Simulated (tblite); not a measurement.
Cl₅W (SMILES [Cl][W]([Cl])([Cl])([Cl])[Cl]), doublet, geometry from GFN2-xTB (such geometries of metal compounds can be far from the true shape) (the multiplicity is a formal guess); GFN1-xTB run with tblite.

Input for tblite:
```
$ tblite run mol.xyz --method gfn1 --charge 0 --spin 1 --efield 0,0,0.1 --json tblite.json --no-restart

# file mol.xyz
6

W     -0.00000000    -0.00000000    -0.00000000
Cl     1.86471109    -0.42629472    -1.13039827
Cl     0.91139822    -0.99847101     1.87998987
Cl    -0.91139822     0.99847101    -1.87998987
Cl    -1.65420871    -1.48326246     0.01417471
Cl    -0.21050239     1.90955718     1.11622355
```

Output, abridged:

```
xTB calculator
 | screened Coulomb repulsion
 | Coulomb electrostatics
 |  * isotropic Klopman-Ohno-Mataga-Nishimoto electrostatics
 |  * onsite third-order electrostatics
 | DFT-D3(BJ) dispersion correction
 | Interactions (1)
 | [1] electric field

halogen bonding energy    0.0000000000000E+00 Eh
repulsion energy          4.6518661983335E-02 Eh
dispersion energy        -5.0585702087579E-03 Eh
interaction energy        0.0000000000000E+00 Eh
number of electrons       4.1000000000000E+01 e
integral cutoff           3.6814730210589E+01 bohr

------------------------------------------------------------
  cycle        total energy    energy error   density error
------------------------------------------------------------
      1     -23.66122712494  -2.3702687E+01   4.6158021E-01
      2     -23.73068218199  -6.9455057E-02   2.0415464E-01
      3     -23.73457075160  -3.8885696E-03   9.3736457E-02
      4     -23.73463231676  -6.1565162E-05   6.3485401E-03
      5     -23.73465651797  -2.4201214E-05   3.0482696E-03
      6     -23.73465946806  -2.9500889E-06   4.1803366E-04
      7     -23.73465947971  -1.1645106E-08   1.7858210E-04
      8     -23.73465948336  -3.6525805E-09   2.7542548E-05
      9     -23.73465948372  -3.6194692E-10   2.4003486E-06
------------------------------------------------------------

electronic energy        -2.3776119575496E+01 Eh
total energy             -2.3734659483721E+01 Eh

Post processing:
 | Mayer-Wiberg bond orders

[Info] JSON dump of results written to 'tblite.json'
```
